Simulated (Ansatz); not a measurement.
Two isomers of C3H7BFN: A = `BC(CF)N=C`, B = `BC(=C)NCF`.

Isolated molecules relaxed with PBE0-D4/def2-TZVP in Ansatz; ΔE leaves out vibrations. CCSD(T)/CBS adds triple-zeta CCSD(T) − MP2 to the extrapolated MP2 energy (def2 sets, frozen cores). DFT in def2-TZVPP. B3LYP here is the variant with VWN-RPA as its local correlation; programs differ in this. Each species was taken in one conformer, which may not be the lowest.

A:

```xyz
13

B    -1.115    0.607   -1.051
C    -0.042    0.203    0.017
C     1.283    0.867   -0.304
F     1.600    0.684   -1.641
N     0.120   -1.216    0.200
C    -0.400   -1.759    1.208
H    -1.235    1.769   -1.308
H    -1.843   -0.198   -1.546
H    -0.420    0.697    0.942
H     2.096    0.439    0.287
H     1.218    1.944   -0.124
H    -0.965   -1.202    1.970
H    -0.297   -2.834    1.349
```

B:

Z-matrix (Å, degrees):
```
C
N 1 1.395
F 1 1.401 2 113.2
H 1 1.094 2 110.3 3 -118.6
H 1 1.091 2 110.0 3 119.2
C 2 1.389 1 123.4 3 72.4
H 2 1.005 1 117.6 3 -87.1
C 6 1.350 2 123.4 1 -1.0
B 6 1.535 2 118.9 1 -177.1
H 8 1.085 6 123.7 2 -7.0
H 8 1.081 6 118.9 2 174.3
H 9 1.200 6 120.5 2 10.6
H 9 1.193 6 119.4 2 -171.3
```

Question: Which is lower in electronic energy at CCSD(T)/CBS, and by how much? (Best estimate.)

Answer: Computed: B, by 58.6 kJ/mol.

Question: Give E(B) − E(A) in kJ/mol with MP2/def2-TZVPP, CCSD(T)/def2-TZVPP, ωB97M-V, LDA (SPW92), B2PLYP, CCSD(T)/def2-SVP, B3LYP-D4. (An estimate is asked.)

Answer: Computed: MP2/def2-TZVPP -59.2, CCSD(T)/def2-TZVPP -54.2, ωB97M-V -59.8, LDA (SPW92) -85.6, B2PLYP -62.3, CCSD(T)/def2-SVP -45.6, B3LYP-D4 -66.1. None reverses the order clearly.

Question: Does the order hold for the free energy at 298.15 K (harmonic terms from PBE0-D4)? (Estimate.)

Answer: Computed: Yes: G(B) − G(A) = -50.9 kJ/mol, for one conformer each.

Largest T1 diagnostic: 0.012.

In def2-TZVPP, CCSD(T) changes the Hartree–Fock value by −4.6 kJ/mol (the triples alone add −2.6 kJ/mol) and MP2 by −9.6 kJ/mol. Leaving LDA and LC-ωPBE aside and taking each functional with its dispersion term where it has one, the values, not all of them listed here, spread over 14.1 kJ/mol, from PBE-D4 to ωB97X-V. LDA lies −15.9 kJ/mol from PBE without D4.
